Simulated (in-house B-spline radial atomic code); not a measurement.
# RPA and G0W0 on wB97X: F⁶⁺

Configuration [He] 2s1, highest spin, mean-field start wB97X. Computed with an all-electron radial atomic-structure program (B-spline basis): all electrons, non-relativistic, point nucleus, each spin shell either full or empty, empty states to l = 9 with an (l + 1/2)⁻⁴ tail; G0W0 by contour deformation at full frequency.

Command:
```bash
python run_gw.py task.json out
```
Settings (radii: box in bohr, nucleus in fm):
```
Z                        9
electrons                3
configuration            [He] 2s1
hamiltonian              nr
method                   wb97x
lmax                     9
spin_polarised           True
box_radius               9.29
intervals                44
ion_configuration        1s2
```

Time taken, with all properties: 1.4 s on 1 thread of Arm Neoverse N1, with other jobs on the host.

Energies (hartree):

| term | value |
| --- | --- |
| mean-field total | -82.42166 |
| Hartree-Fock functional on these orbitals | -82.27814 |
| direct second order | -0.15098 |
| second-order exchange | 0.099593 |
| SOSEX correction | 0.089336 |

Task: What is the RPA correlation energy, and what remains with SOSEX?

Result: RPA gives -0.1389 hartree (-1.26 eV per electron); RPA + SOSEX gives -0.049559, and the second-order doubles -0.051382 hartree (no singles). SOSEX takes back 64 % of the RPA value.

Quasi-particle levels (eV):

```
  level  occupied  mean field  Σx - vxc     Σc  QP weight     G0W0
  2s up       yes     -178.94     -5.92      ?          ?        ?
1s down       yes     -869.51    -40.02   2.68      0.976  -906.85
  2p up        no     -152.05      7.77  -0.86      0.986  -145.14
```

G0W0 = mean field + (Σx - vxc) + Σc, with Σc (partial-wave tail included) taken at the quasi-particle energy. Levels of low weight are left out.

Task: Where does G0W0 put 2s up?

Result: At -186.68 eV, with Σc = -1.82 eV and a quasi-particle weight of 0.975. The tabulated removal energy is 185.187 eV (NIST, measured).

Task: What does it cost to remove one electron (to 1s2) by differences of total energies, each species on its own start (correlation terms add to the Hartree-Fock functional)?

Result: wB97X 183.59 eV, Hartree-Fock functional 184.85 eV, + RPA 186.18 eV, + RPA + SOSEX 184.97 eV, + second order 184.99 eV. Tabulated: 185.187 eV (NIST, measured).
